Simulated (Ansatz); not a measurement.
Relaxation of C3H4IN (9 atoms, charge 0, multiplicity 1), to a largest force component of 0.015 eV/Å in at most 40 steps.

The calculation used RKS CAM-B3LYP/def2-SVP in Ansatz 0.2.0.

```xyz
9
Properties=species:S:1:pos:R:3
C -0.061 0.856 1.363
C -0.441 -0.134 0.563
C -1.474 -1.154 0.849
N -1.888 -1.979 0.006
I -2.541 -1.238 2.654
H -0.591 1.032 2.317
H 0.651 1.654 1.087
H -0.035 -0.215 -0.395
H -2.552 -2.552 0.377
```

Task: Where does it end, and by what steps?

Result: It converged. After 7 steps the energy has fallen by 0.419 eV; I5 moved furthest, 0.20 Å.

```tsv
step	energy less start (eV)	largest force component (eV/Å)	accepted
0	0.0000	3.132	yes
1	-0.3183	1.380	yes
2	-0.3692	1.404	yes
3	-0.4103	0.300	yes
4	-0.4166	0.144	yes
5	-0.4177	0.077	yes
6	-0.4183	0.077	yes
7	-0.4186	0.011	yes
```

```xyz
9
Properties=species:S:1:pos:R:3
C -0.112 0.875 1.387
C -0.502 -0.102 0.572
C -1.522 -1.132 0.827
N -1.807 -2.000 -0.027
I -2.519 -1.079 2.769
H -0.544 1.006 2.381
H 0.661 1.580 1.073
H -0.058 -0.217 -0.422
H -2.529 -2.663 0.258
```

Whether the end is a true minimum wasn't checked by a vibrational analysis.

The run took 25 s on 2 threads of Arm Neoverse V2, on a shared host, peak memory 0.28 GiB.
